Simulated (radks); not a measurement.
Problem. The mean radii <r> (bohr) of the occupied orbitals of an atom or ion are listed with their occupations. Calculated with a radial shooting solver on a logarithmic mesh with Libxc functionals: non-relativistic Kohn-Sham, PBE, spin-polarised, spherical densities, point nucleus.

orbital  occ.      <r>
1s          2  0.04786
2s          2   0.2139
2p          6   0.1853
3s          2   0.6350
3p          6   0.6515
3d         10   0.7280
4s          2    1.970

Name the element and its charge. Open shells, if any, are filled with parallel spins first.

Solution. Z = 32, germanium, charge +2: Ge2+ in [Ar] 3d10 4s2. The 1s radius gives Z: for a bare nucleus <r> = 1.5/Z, 0.04688 bohr for Z = 32, and screening makes it slightly larger (0.04786 here). The occupations add up to 30, and the charge is Z minus that.
